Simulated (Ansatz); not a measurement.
Input:

```yaml
crystal:
  periodic: [false, false, false]
  atoms:
    - { symbol: O, position_ang: [0.842927, 2.520656, -1.830482] }
    - { symbol: Zn, position_ang: [0.709592, 1.107688, -0.765949] }
    - { symbol: O, position_ang: [0.671937, -0.192808, 0.439186] }
    - { symbol: Si, position_ang: [-0.506174, -1.178473, 1.072136] }
    - { symbol: H, position_ang: [0.951143, 2.260478, -2.76412] }
    - { symbol: H, position_ang: [-0.662836, -0.941062, 2.552827] }
    - { symbol: H, position_ang: [-1.858677, -0.947795, 0.42981] }
    - { symbol: H, position_ang: [-0.147912, -2.628665, 0.866594] }
basis:
  gaussian: { orbitals: def2-SVP }
hamiltonian:
  xc: pbe
  dispersion: d4
phonons: {}
```

Launched with:

```bash
$ ansatz run input.yaml --threads 2 --pin off --max-ram 3072MiB --backend cpu --events-out ev --progress --plain --runs-dir out
```

Hardware: 2 threads of Arm Neoverse V1, with other jobs on the host.

Question: Roughly how long does this run take, and how much memory?

Answer: 52 s, with a peak of 0.13 GiB, for 0 ionic steps.
